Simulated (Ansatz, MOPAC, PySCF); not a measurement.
Noncovalent pair: H2O (SMILES O) (first 3 atoms) with CH3Br (SMILES CBr); geometry from B3LYP-D3(BJ)/def2-TZVP, rigid monomers moved along the line of their centres of mass till H2···Br5 is 4.79 Å.
(charge 0, multiplicity 1):
```xyz
8

O      0.34622     0.03161    -0.11399
H     -0.02327     0.55665     0.60845
H     -0.32053     0.05274    -0.80786
C     -0.62735    -1.50613     4.88905
Br    -1.51193     0.22943     5.15106
H      0.23701    -1.52598     5.54291
H     -0.34493    -1.55754     3.84326
H     -1.34466    -2.27371     5.15632
```

Monomers are frozen at their geometry in the pair; levels with a basis set take the counterpoise correction. Rows marked so take none.

Rows in 6-31G* carry no dispersion term and start afresh at each structure (6-31G* with six Cartesian d functions); the Pople sets are all-electron and without relativity. The state that PM3, PM6 reach isn't checked.

The values were computed with Ansatz (Gaussian orbitals); MOPAC for PM3, PM6 (differences of heats of formation); PySCF for 6-31G* rows, the dispersion terms. Each number belongs to the level named beside it.

| level | interaction energy (meV) |
|---|---|
| PM3 | -12.9 |
| PM6 | -19.0 |
| HF/6-31G* (no counterpoise) | -26.7 |
| HF/aug-cc-pVDZ | -24.4 |
| r2SCAN/def2-TZVPPD | -22.4 |
| B3LYP/6-31G* | -21.6 |
| B3LYP-D3(BJ)/def2-TZVPPD | (withheld) |
| PBE0-D3(BJ)/def2-TZVPPD | (withheld) |
| PBE0-D4/def2-TZVPPD | -26.8 |

Question: Fill in the missing entries.

Answer: 
- B3LYP-D3(BJ)/def2-TZVPPD, interaction energy (meV): -25.0
- PBE0-D3(BJ)/def2-TZVPPD, interaction energy (meV): -27.7

Ansatz is a program for electronic structure.
